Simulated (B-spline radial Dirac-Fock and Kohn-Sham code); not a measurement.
**Widths and yields of inner-shell holes in Rh⁷⁺**

System: Rh⁷⁺, configuration [Kr] 4d2, inside a Watson sphere of charge -7 and radius 3 Å (a model of the Madelung potential; inside it an electron's potential energy is raised by 33.6 eV).

Input of the calculation (task.json; shells as n, l, electrons):

```json
{"items": [{
  "Z": 45,
  "q": 7,
  "cfg": [[1, 0, 2], [2, 0, 2], [2, 1, 6], [3, 0, 2], [3, 1, 6], [3, 2, 10], [4, 0, 2], [4, 1, 6], [4, 2, 2]],
  "A": 103,
  "rrms": 4.4945,
  "watson": [-7, 3.0],
  "do": ["binding", "quiet", "decay"],
  "holes": ["K", "L1", "L2", "L3", "M1", "M2", "M3", "M4", "M5", "N1", "N2", "N3"]
}]}
```

Run with: `python xray_run.py task.json out`

These are calculated numbers from a radial atomic solver; the model is a relativistic independent-particle model: LDA orbitals of the hole state, radiative multipoles to third order, Auger rates from the Coulomb interaction with a continuum orbital, Dirac-Fock energies.

Partial widths are in eV. Coster-Kronig decay leaves a hole in the same principal shell; its rates are the weakest part of the model, often 1.5 to 2.5 times too large and more for N holes. Holes without an open Auger channel, or with an unreliable SCF state, are not listed.

```csv
hole,radiative,Auger,Coster-Kronig,total,fluorescence yield,lifetime (fs)
K (1s),4.56,1.10,0,5.66,0.806,0.116
L1 (2s),0.0647,1.14,1.07,2.27,0.0285,0.289
L2 (2p1/2),0.0962,1.69,0.0520,1.84,0.0523,0.358
L3 (2p3/2),0.0928,1.84,0,1.94,0.0479,0.340
M1 (3s),0.00137,0.207,2.23,2.43,0.000562,0.270
M2 (3p1/2),0.000940,0.239,3.27,3.51,0.000268,0.187
M3 (3p3/2),0.000840,0.247,2.92,3.17,0.000265,0.208
M4 (3d3/2),8.30e-05,0.0965,0,0.0966,0.000860,6.82
M5 (3d5/2),7.57e-05,0.101,0,0.101,0.000746,6.49
```
